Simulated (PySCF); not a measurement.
Electron correlation in Al⁵⁺ (aluminium, charge +5)

Starting occupation: [He] 2s2 2p4, 2p1/2 with m_j = -1/2, +1/2, 2p3/2 with m_j = +1/2, +3/2. Computed with PySCF 2.14 in an even-tempered Gaussian basis (19 s from 0.45 bohr⁻², ratio 2.4; 11 p from 0.58 bohr⁻², ratio 2.4; 5 d from 4.1 bohr⁻², ratio 2.6; 5 f from 6.2 bohr⁻², ratio 2.6), with X2C-1e with screened-nucleus spin-orbit coupling, Gaussian nucleus. Frozen: nothing; 8 electrons correlated; the 30 highest virtual spinors left out.

MP2 pair energies summed by pair of shells (mhartree):

| pair | energy | share (%) |
| --- | --- | --- |
| 2p-2s | -79.88 | 33.6 |
| 2p-2p | -76.87 | 32.4 |
| 1s-1s | -38.92 | 16.4 |
| 1s-2p | -22.69 | 9.6 |
| 2s-2s | -11.47 | 4.8 |
| 1s-2s | -7.61 | 3.2 |

Total MP2 correlation energy: -237.44 mhartree.

The GHF reference relaxed away from the jj start to a determinant that is no pure jj level (⟨S²⟩ = 2.00, ⟨J²⟩ = 6.00); the energies belong to that determinant.
